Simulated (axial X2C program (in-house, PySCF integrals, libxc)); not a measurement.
## Spin–orbit effects down a group: molecules with Na (ions), HF

Computed with an in-house relativistic program for diatomic molecules, spin-free (one-electron X2C) or two-component (2c: spin–orbit coupling with atomic mean-field Coulomb and Gaunt terms, which also bring small scalar terms), in Dyall basis sets with cores contracted in-house; open shells are unrestricted.

Basis sets: Ag dyall-acv3z, Au dyall-acv3z, Cu dyall-acv3z, Na dyall-av3z.

```json
{"molecule": "NaCu⁻", "spin-free state": "M_S = 1/2, Λ = 0", "Re (Å)": "3.110", "ωe (cm⁻¹)": "104.3", "De (eV)": "0.65", "2c state": "Ω = 1/2", "Re 2c (Å)": "3.111", "ωe 2c (cm⁻¹)": "104.2", "De 2c (eV)": "0.65"}
{"molecule": "NaAg⁻", "spin-free state": "M_S = 1/2, Λ = 0", "Re (Å)": "3.197", "ωe (cm⁻¹)": "98.8", "De (eV)": "0.63", "2c state": "Ω = 1/2", "Re 2c (Å)": "3.196", "ωe 2c (cm⁻¹)": "98.8", "De 2c (eV)": "0.63"}
{"molecule": "NaAu⁻", "spin-free state": "M_S = 1/2, Λ = 0", "Re (Å)": "2.901", "ωe (cm⁻¹)": "142.1", "De (eV)": "0.82", "2c state": "Ω = 1/2", "Re 2c (Å)": "2.899", "ωe 2c (cm⁻¹)": "142.8", "De 2c (eV)": "0.83"}
```

Fragments in 2c: Cu- + Na, Ag- + Na, Au- + Na. Each entry is the lowest single determinant of a limited PBE0 search at one distance. De goes to single-determinant-based atoms at the same level (for ions the charge split of lowest energy) and is withheld (n/a) where an atom does not fit its ground term or J level. Main or longest-lived isotopes. One determinant is a doubtful description, or other states lie close, for NaCu⁻, NaAg⁻; these need not be ground states, and all values refer to the states named.
